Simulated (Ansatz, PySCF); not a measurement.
C4H3N2, SMILES [c]1ncccn1, multiplicity 2. Atoms are numbered in the order given.

```xyz
9

C      0.0000     0.0000     1.3310
N      0.0000     1.1841     0.7873
C      0.0000     1.1891    -0.5503
C      0.0000     0.0000    -1.2782
C      0.0000    -1.1891    -0.5503
N      0.0000    -1.1841     0.7873
H      0.0000     2.1651    -1.0487
H      0.0000     0.0000    -2.3693
H      0.0000    -2.1651    -1.0487
```
Charge 0, spin multiplicity 2.

Coordinates come from a PBE0-D3(BJ)/def2-SVP optimisation. The isomer is the one that the SMILES or the coordinates give; other isomers of the formula were not compared.

Two levels are set side by side: PBE-D3(BJ)/def2-SVP (Ansatz, a quantum-chemistry and plane-wave program) and PBE0-D3(BJ)/def2-SVP (Ansatz). Each level has its own optimised geometry; the coordinates shown are those of the second. Frequencies come from the Hessian of PySCF at each geometry. Differences are taken from unrounded values.

```csv
quantity,PBE0-D3(BJ)
mean bond length (Å),1.261
bond C1–N2 (Å),1.303
bond C1–N6 (Å),1.303
bond N2–C3 (Å),1.338
bond C3–C4 (Å),1.394
bond C4–C5 (Å),1.394
bond C5–N6 (Å),1.338
bond C3–H7 (Å),1.096
bond C4–H8 (Å),1.091
bond C5–H9 (Å),1.096
highest harmonic wavenumber (cm⁻¹),3243
mean harmonic wavenumber (cm⁻¹),1354
zero-point energy (kcal/mol),40.65
```

**Question.** What does PBE-D3(BJ) give, and how far is it from PBE0-D3(BJ)? (An estimate is asked for; the answer gives what the named calculation found.)

**Answer.** 
```
quantity                            PBE-D3(BJ)  PBE-D3(BJ) minus PBE0-D3(BJ)
----------------------------------  ----------  ----------------------------
mean bond length (Å)                     1.272                         0.010
bond C1–N2 (Å)                           1.313                         0.010
bond C1–N6 (Å)                           1.313                         0.010
bond N2–C3 (Å)                           1.351                         0.014
bond C3–C4 (Å)                           1.404                         0.010
bond C4–C5 (Å)                           1.404                         0.010
bond C5–N6 (Å)                           1.351                         0.014
bond C3–H7 (Å)                           1.105                         0.009
bond C4–H8 (Å)                           1.100                         0.009
bond C5–H9 (Å)                           1.105                         0.009
highest harmonic wavenumber (cm⁻¹)        3143                          -100
mean harmonic wavenumber (cm⁻¹)           1301                           -53
zero-point energy (kcal/mol)             39.05                         -1.60
```

Exact exchange shortens and stiffens bonds; PBE has none. Differences between two approximate levels are no errors against the true value.
